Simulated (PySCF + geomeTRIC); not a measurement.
Caution, from a PySCF single point (TPSSh-D3(BJ)/def2-TZVP) at this geometry: the restricted solution is unstable towards spin-unrestricted or complex orbitals, so a lower solution exists and this singlet may not be the ground state.  The multiplicity is imposed and other spin states were not computed.

These are TPSS-D3(BJ)/def2-SVP run with PySCF + geomeTRIC values and carry that method's errors. fastk is a local helper that only speeds up exchange builds. No frequencies were computed at this level.

```python
import json, numpy as np
from pyscf import gto, dft
from fastk import lowrank_exchange
atoms = """
Cu     0.000000     0.000000     0.000000
F      1.794291    -0.269486     0.262463
F     -0.575271     1.063587    -1.377982
F     -1.219019    -0.794101     1.115520
"""
def scf(charge, spin, dm0=None):
    mol = gto.M(atom=atoms, basis='def2-svp', ecp={}, charge=charge, spin=spin, verbose=3, max_memory=5040)
    mf = dft.KS(mol, xc='tpss').density_fit(auxbasis="def2-universal-jkfit")
    mf.disp = 'd3bj'
    mf.grids.level = 3
    mf.conv_tol = 1e-8
    mf.max_cycle = 120
    mf.level_shift = 0.25
    mf.kernel(dm0)
    if not mf.converged:
        mf = mf.newton().run(mf.mo_coeff, mf.mo_occ).undo_soscf()
    return mf
mf = scf(0, 0)
from pyscf.geomopt.geometric_solver import kernel as optimize
path = []
done, mol = optimize(mf, maxsteps=120, assert_convergence=False, callback=lambda env: path.append((env["energy"], bool(env["g_scanner"].converged))))
res = dict(converged=bool(done and path[-1][1]), energy=path[-1][0], path=[e for e, c in path], xyz=mol.atom_coords(unit="Angstrom").tolist(), nao=mol.nao)
json.dump(res, open("result.json", "w"))
```

Output:

```
SCF not converged.
converged SCF energy = -1939.54144680159
Geometry optimization cycle 1
SCF not converged.
cycle 1: E = -1939.53049875  dE = -1939.53  norm(grad) = 0.0311386
Geometry optimization cycle 2
SCF not converged.
cycle 2: E = -1939.55032396  dE = -0.0198252  norm(grad) = 0.0315091
Geometry optimization cycle 3
SCF not converged.
cycle 3: E = -1939.56042407  dE = -0.0101001  norm(grad) = 0.0231473
Geometry optimization cycle 4
converged SCF energy = -1939.56567084804
cycle 4: E = -1939.56567085  dE = -0.00524678  norm(grad) = 0.0154971
Geometry optimization cycle 5
converged SCF energy = -1939.56647437161
cycle 5: E = -1939.56647437  dE = -0.000803524  norm(grad) = 0.00689661
Geometry optimization cycle 6
converged SCF energy = -1939.56680944475
cycle 6: E = -1939.56680944  dE = -0.000335073  norm(grad) = 0.00467725
Geometry optimization cycle 7
converged SCF energy = -1939.56711741068
cycle 7: E = -1939.56711741  dE = -0.000307966  norm(grad) = 0.00533802
Geometry optimization cycle 8
converged SCF energy = -1939.56718618847
cycle 8: E = -1939.56718619  dE = -6.87778e-05  norm(grad) = 0.00175466
Geometry optimization cycle 9
converged SCF energy = -1939.56719584583
cycle 9: E = -1939.56719585  dE = -9.65736e-06  norm(grad) = 0.000593246
Geometry optimization cycle 10
converged SCF energy = -1939.56719608231
cycle 10: E = -1939.56719608  dE = -2.36481e-07  norm(grad) = 0.00221373
Geometry optimization cycle 11
converged SCF energy = -1939.56719068634
cycle 11: E = -1939.56719069  dE = 5.39597e-06  norm(grad) = 0.00315095
Geometry optimization cycle 12
converged SCF energy = -1939.56717866878
cycle 12: E = -1939.56717867  dE = 1.20176e-05  norm(grad) = 0.00323597
Geometry optimization cycle 13
converged SCF energy = -1939.56718354063
cycle 13: E = -1939.56718354  dE = -4.87185e-06  norm(grad) = 0.00272892
Geometry optimization cycle 14
converged SCF energy = -1939.56718887229
cycle 14: E = -1939.56718887  dE = -5.33166e-06  norm(grad) = 0.0021038
Geometry optimization cycle 15
converged SCF energy = -1939.56719387327
cycle 15: E = -1939.56719387  dE = -5.00098e-06  norm(grad) = 0.00145856
Geometry optimization cycle 16
converged SCF energy = -1939.56719874915
cycle 16: E = -1939.56719875  dE = -4.87589e-06  norm(grad) = 0.000858085
Geometry optimization cycle 17
converged SCF energy = -1939.56720220631
cycle 17: E = -1939.56720221  dE = -3.45715e-06  norm(grad) = 0.000528507
Geometry optimization cycle 18
converged SCF energy = -1939.56720196412
cycle 18: E = -1939.56720196  dE = 2.42183e-07  norm(grad) = 0.000506823
Geometry optimization cycle 19
converged SCF energy = -1939.5671997445
cycle 19: E = -1939.56719974  dE = 2.21962e-06  norm(grad) = 0.000518222
Geometry optimization cycle 20
converged SCF energy = -1939.56720103336
cycle 20: E = -1939.56720103  dE = -1.28886e-06  norm(grad) = 0.00051247
<class 'geometric.internal.Distance'> : 3
<class 'geometric.internal.Angle'> : 2
<class 'geometric.internal.OutOfPlane'> : 1
<class 'geometric.internal.TranslationX'> : 1
<class 'geometric.internal.TranslationY'> : 1
<class 'geometric.internal.TranslationZ'> : 1
<class 'geometric.internal.RotationA'> : 1
<class 'geometric.internal.RotationB'> : 1
<class 'geometric.internal.RotationC'> : 1
Step    0 : Gradient = 1.557e-02/1.974e-02 (rms/max) Energy = -1939.5304987454
Step    1 : Displace = 7.562e-02/9.783e-02 (rms/max) Trust = 1.000e-01 (=) Grad = 1.575e-02/2.023e-02 (rms/max) E (change) = -1939.5503239645 (-1.983e-02) Quality = 6.085
Step    2 : Displace = 1.301e-01/1.550e-01 (rms/max) Trust = 1.414e-01 (+) Grad = 1.157e-02/1.487e-02 (rms/max) E (change) = -1939.5604240661 (-1.010e-02) Quality = 1.757
Step    3 : Displace = 1.952e-01/2.120e-01 (rms/max) Trust = 2.000e-01 (+) Grad = 7.749e-03/1.228e-02 (rms/max) E (change) = -1939.5656708480 (-5.247e-03) Quality = 0.572
Step    4 : Displace = 5.163e-02/6.331e-02 (rms/max) Trust = 2.000e-01 (=) Grad = 3.448e-03/4.729e-03 (rms/max) E (change) = -1939.5664743716 (-8.035e-04) Quality = 0.902
Step    5 : Displace = 1.863e-02/2.337e-02 (rms/max) Trust = 2.828e-01 (+) Grad = 2.339e-03/3.067e-03 (rms/max) E (change) = -1939.5668094447 (-3.351e-04) Quality = 1.684
Step    6 : Displace = 5.612e-02/7.606e-02 (rms/max) Trust = 3.000e-01 (+) Grad = 2.669e-03/4.230e-03 (rms/max) E (change) = -1939.5671174107 (-3.080e-04) Quality = 0.717
Step    7 : Displace = 1.223e-02/1.603e-02 (rms/max) Trust = 3.000e-01 (=) Grad = 8.773e-04/1.238e-03 (rms/max) E (change) = -1939.5671861885 (-6.878e-05) Quality = 1.184
Step    8 : Displace = 3.621e-03/4.604e-03 (rms/max) Trust = 3.000e-01 (=) Grad = 2.966e-04/4.269e-04 (rms/max) E (change) = -1939.5671958458 (-9.657e-06) Quality = 0.751
Step    9 : Displace = 4.739e-03/6.481e-03 (rms/max) Trust = 3.000e-01 (=) Grad = 1.107e-03/1.786e-03 (rms/max) E (change) = -1939.5671960823 (-2.365e-07) Quality = 0.012
Step   10 : Displace = 2.356e-03/3.351e-03 (rms/max) Trust = 2.369e-03 (-) Grad = 1.575e-03/2.492e-03 (rms/max) E (change) = -1939.5671906863 (+5.396e-06) Quality = -0.211
Step   11 : Displace = 1.088e-03/1.447e-03 (rms/max) Trust = 1.178e-03 (-) Grad = 1.596e-03/2.442e-03 (rms/max) E (change) = -1939.5671786688 (+1.202e-05) Quality = -0.196
Step   12 : Displace = 5.470e-04/6.761e-04 (rms/max) Trust = 5.438e-04 (-) Grad = 1.339e-03/2.050e-03 (rms/max) E (change) = -1939.5671835406 (-4.872e-06) Quality = 1.164
Step   13 : Displace = 7.767e-04/9.844e-04 (rms/max) Trust = 7.691e-04 (+) Grad = 1.019e-03/1.564e-03 (rms/max) E (change) = -1939.5671888723 (-5.332e-06) Quality = 1.122
Step   14 : Displace = 9.978e-04/1.297e-03 (rms/max) Trust = 1.088e-03 (+) Grad = 6.835e-04/1.042e-03 (rms/max) E (change) = -1939.5671938733 (-5.001e-06) Quality = 1.200
Step   15 : Displace = 1.577e-03/2.171e-03 (rms/max) Trust = 1.538e-03 (+) Grad = 3.499e-04/5.374e-04 (rms/max) E (change) = -1939.5671987492 (-4.876e-06) Quality = 1.283
Step   16 : Displace = 2.189e-03/3.064e-03 (rms/max) Trust = 2.175e-03 (+) Grad = 1.057e-04/1.570e-04 (rms/max) E (change) = -1939.5672022063 (-3.457e-06) Quality = 1.507
Step   17 : Displace = 1.477e-03/2.087e-03 (rms/max) Trust = 3.076e-03 (+) Grad = 6.197e-05/1.021e-04 (rms/max) E (change) = -1939.5672019641 (+2.422e-07) Quality = -0.449
Step   18 : Displace = 5.185e-04/6.726e-04 (rms/max) Trust = 7.387e-04 (-) Grad = 4.946e-05/7.839e-05 (rms/max) E (change) = -1939.5671997445 (+2.220e-06) Quality = -10.936
Step   19 : Displace = 2.653e-04/3.157e-04 (rms/max) Trust = 2.593e-04 (x) Grad = 4.614e-05/7.450e-05 (rms/max) E (change) = -1939.5672010334 (+9.308e-07) Quality = -6.709
Converged! =D
```

Cost: roughly 9 core-minutes.
